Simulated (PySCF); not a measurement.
Compound: C5H6Cl2O.
SMILES: `C=CO/C=C\C(Cl)Cl`

A PySCF run (density fitting, gas phase, GFN2-xTB geometry) gave HOMO -5.89 eV, LUMO -1.68 eV, dipole 3.69 D.

Question: Which of these levels was it?
A. BP86/pcSseg-1
B. CAM-B3LYP/MINI
C. PBE0/pcSseg-1
D. PBE0/3-21G
E. B3LYP/def2-SVPD

Answer: A. It is BP86/pcSseg-1. All candidates on this geometry:

| level and settings | kind | basis functions | SCF cycles | E (Eh) | HOMO (eV) | LUMO (eV) | dipole (D) |
| --- | --- | --- | --- | --- | --- | --- | --- |
| BP86/pcSseg-1, energy threshold 1e-06 Eh, start guess sap | GGA | 180 | 17 | -1189.7367 | -5.89 | -1.68 | 3.69 |
| B3LYP/def2-SVPD | global hybrid | 225 | 14 | -1189.2804 | -6.72 | -0.92 | 3.60 |
| PBE0/pcSseg-1 | global hybrid | 180 | 14 | -1189.0204 | -6.90 | -0.59 | 3.85 |
| PBE0/3-21G, grid level 1, energy threshold 1e-08 Eh | global hybrid | 92 | 10 | -1183.1719 | -6.72 | -0.41 | 4.44 |
| CAM-B3LYP/MINI | range-separated hybrid | 54 | 12 | -1182.9528 | -9.74 | -1.14 | 3.40 |

The nearest other candidate, by the summed differences of HOMO and LUMO, is B3LYP/def2-SVPD: its HOMO differs by -0.83 eV and its LUMO by +0.76 eV. Cycle counts include a coarse-grid stage where the run had one.

The values belong to the conformer `[CH2:1]=[CH:2][O:3]/[CH:4]=[CH:5]\[CH:6]([Cl:7])[Cl:8]`: C1–C2–O3–C4 180°, C2–O3–C4–C5 180°, C4–C5–C6–Cl7 -120°.
